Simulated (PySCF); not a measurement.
C2HCl3. Atoms are numbered in the order given.

```xyz
6

Cl     0.3503     2.2661     0.0000
C      0.9242     0.6437     0.0000
C      0.1093    -0.4366     0.0000
Cl    -1.6118    -0.3328     0.0000
Cl     0.7781    -2.0369     0.0000
H      2.0159     0.5189     0.0000
```
Charge 0, spin multiplicity 1.

Geometry optimised at PBE-D3(BJ)/def2-SVP.

Calculation: PBE-D3(BJ)/def2-SVP (PySCF).

Frequencies are harmonic and unscaled.

```json
[
 {"mode": "1", "ν (cm⁻¹)": "163", "IR (km/mol)": "0.8", "moving atoms (share of kinetic energy)": "Cl 92 %"},
 {"mode": "2", "ν (cm⁻¹)": "198", "IR (km/mol)": "0.1", "moving atoms (share of kinetic energy)": "C 63 %, Cl 28 %, H 9 %"},
 {"mode": "3", "ν (cm⁻¹)": "270", "IR (km/mol)": "0.3", "moving atoms (share of kinetic energy)": "Cl 88 %, C 11 %"},
 {"mode": "4", "ν (cm⁻¹)": "379", "IR (km/mol)": "0.2", "moving atoms (share of kinetic energy)": "Cl 90 %, C 9 %"},
 {"mode": "5", "ν (cm⁻¹)": "449", "IR (km/mol)": "3.4", "moving atoms (share of kinetic energy)": "C 84 %, H 11 %"},
 {"mode": "6", "ν (cm⁻¹)": "623", "IR (km/mol)": "15.7", "moving atoms (share of kinetic energy)": "C 58 %, Cl 38 %"},
 {"mode": "7", "ν (cm⁻¹)": "742", "IR (km/mol)": "25.3", "moving atoms (share of kinetic energy)": "H 76 %, C 23 %"},
 {"mode": "8", "ν (cm⁻¹)": "837", "IR (km/mol)": "115.9", "moving atoms (share of kinetic energy)": "C 71 %, Cl 25 %"},
 {"mode": "9", "ν (cm⁻¹)": "907", "IR (km/mol)": "103.6", "moving atoms (share of kinetic energy)": "C 80 %, H 10 %, Cl 10 %"},
 {"mode": "10", "ν (cm⁻¹)": "1196", "IR (km/mol)": "8.5", "moving atoms (share of kinetic energy)": "H 83 %, C 17 %"},
 {"mode": "11", "ν (cm⁻¹)": "1599", "IR (km/mol)": "16.1", "moving atoms (share of kinetic energy)": "C 97 %"},
 {"mode": "12", "ν (cm⁻¹)": "3158", "IR (km/mol)": "11.2", "moving atoms (share of kinetic energy)": "H 92 %, C 8 %"}
]
```
